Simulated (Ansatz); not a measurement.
N,N-disilylmethanamine (CH9NSi2), SMILES CN([SiH3])[SiH3].

Coordinates come from a ωB97X-D3(BJ)/def2-SVP optimisation.

Two levels are set side by side: PBE/def2-SVPD (Ansatz, a quantum-chemistry and plane-wave program) and CAM-B3LYP/def2-SVPD (Ansatz). Energy differences of separate SCF runs at the same geometry; the states with an electron removed or added have multiplicity 2 and 2. Differences are taken from unrounded values.

```
quantity                           CAM-B3LYP   PBE  PBE minus CAM-B3LYP
---------------------------------  ---------  ----  -------------------
vertical ionisation energy (eV)         8.99  8.65                -0.33
vertical singlet–triplet gap (eV)       5.76  5.02                -0.74
```
